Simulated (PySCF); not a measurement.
# Unknowns

One averaged value for each set of equivalent atoms, one conformer, non-relativistic, no solvent model. Geometry: GFN2-xTB; PBE0/pcSseg-1 with gauge-including orbitals; PySCF.

References, each an isolated molecule treated in the same way: TMS for 1H (31.72 ppm) and 13C (186.93 ppm). Splittings of carbon signals by F and P are missing where no couplings were computed. Where no couplings were computed, multiplicities follow the n + 1 count of equivalent neighbours, and m marks all less simple cases (inequivalent or close neighbours, rings, F or P nearby). Shifts are as computed. Against solution values, carbons near 30 ppm lie about +3 ppm off and those near 130 ppm about +5 ppm; carbons on Cl a further +6 ppm. Of 1211 compounds with measured shifts, 218 miss one by over three times the rms of a fit or turn the order of signals round; such compounds aren't used in these exercises. Carbons bonded to Cl come out too deshielded.

Task: C7H8NOP. 1H NMR (400 MHz, computed): δ 9.85 (m, 1H), 9.13 (m, 1H), 2.94 (s, 3H), 2.93 (s, 3H). 13C{1H} NMR (computed): δ 206.0 (C), 165.2 (C), 161.2 (CH), 155.3 (C), 151.2 (CH), 30.5 (CH3), 29.8 (CH3). Identify the compound.

Result: SMILES CC(=O)c1cpcc(C)n1. 7 carbon signals for 7 carbons: no two carbons are equivalent. Carbon types of the structure: 3 × C, 2 × CH, 2 × CH3, which accounts for all hydrogens. δC 206.0: ketone carbonyl carbon; the double bond to the heteroatom, with no lone-pair donor beside it, deshields it most. δC 165.2, 155.3: substituted aromatic carbon next to a ring nitrogen. δC 161.2, 151.2: aromatic CH. δH 9.85, 9.13: hydrogen on an aromatic CH.

This is the structure that produced the data.

Task: C4H5Cl3. 1H NMR (600 MHz, computed): δ 6.12 (br s, 1H), 5.49 (br s, 1H), 2.32 (s, 3H). 13C{1H} NMR (computed): δ 153.9 (C), 124.7 (CH2), 122.9 (C), 22.0 (CH3). Give a structure.

Result: 3,3,3-trichloro-2-methyl-1-propene (C=C(C)C(Cl)(Cl)Cl). Rings plus π bonds: 1 (no ring in the answer). 4 carbon signals for 4 carbons: no two carbons are equivalent. Carbon types of the structure: 2 × C, 1 × CH2, 1 × CH3, which accounts for all hydrogens. δC 153.9: fully substituted alkene carbon; as expected for a trigonal carbon in a double bond. δC 124.7: terminal =CH2 carbon; the olefinic region. δC 122.9: allylic fully substituted sp3 carbon bonded to 3 Cl; 3 electronegative neighbours deshield it. δH 2.32: hydrogen on an allylic methyl carbon; allylic position.

The shifts were computed for this structure.
